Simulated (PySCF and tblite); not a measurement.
The numbers below are computed, except where a source is named.
2 regioisomers of C6H6O3:

```csv
isomer,SMILES
A,[CH3:1][C:2](=[O:3])[O:4][c:5]1[cH:6][cH:7][cH:8][o:9]1
B,[CH3:1][C:2](=[O:3])[O:4][c:5]1[cH:6][cH:7][o:8][cH:9]1
```

Each isomer is a Boltzmann average at 298.15 K over at most 6 conformers: GFN2-xTB geometries, energies B3LYP/def2-SVP (IEF-PCM, benzene) (D3(BJ) added where defined), GFN2-xTB thermal terms. Programs: PySCF with density fitting and tblite.

Task: Rank the isomers by free energy at 298.15 K.

Result: 
```tsv
isomer	ΔG (kcal/mol)	ΔE, lowest conformer	conformers	largest weight %	rms dipole (D)
A	0.0	0.0	1	100	1.30
B	1.2	1.2	2	81	2.41
```

At least one structure keeps an imaginary mode at the tight-binding level. The search found a single conformer for at least one isomer; other rotamers may be missing.
